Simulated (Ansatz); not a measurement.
Start from `CO[SiH](N)[SiH3]` and change one element to get `CS[SiH](N)[SiH3]`.

Ansatz, PBE0-D4/def2-TZVP geometries, multiplicity 1. Each molecule was computed in one conformer, which needn't be the lowest.

```
                                          property  `CO[SiH](N)[SiH3]`
                 LUMO energy (PBE/def2-TZVPP) / eV               -0.75
           HOMO–LUMO gap (ωB97M-V/def2-TZVPP) / eV               11.44
                 HOMO energy (PBE/def2-TZVPP) / eV               -6.25
size of the dipole moment (ωB97M-V/def2-TZVPP) / D                2.04
               HOMO–LUMO gap (PBE/def2-TZVPP) / eV                5.50
             LUMO energy (ωB97M-V/def2-TZVPP) / eV                1.74
```

Q: Give the same properties after the change, and the shifts. (Best estimate.)

A: The calculation gave: 
| property | `CS[SiH](N)[SiH3]` | shift |
| --- | --- | --- |
| LUMO energy (PBE/def2-TZVPP) / eV | -0.77 | -0.02 |
| HOMO–LUMO gap (ωB97M-V/def2-TZVPP) / eV | 10.54 | -0.90 |
| HOMO energy (PBE/def2-TZVPP) / eV | -5.58 | 0.67 |
| size of the dipole moment (ωB97M-V/def2-TZVPP) / D | 2.16 | 0.12 |
| HOMO–LUMO gap (PBE/def2-TZVPP) / eV | 4.81 | -0.69 |
| LUMO energy (ωB97M-V/def2-TZVPP) / eV | 1.68 | -0.06 |

Dipoles are sizes alone; their direction can turn.
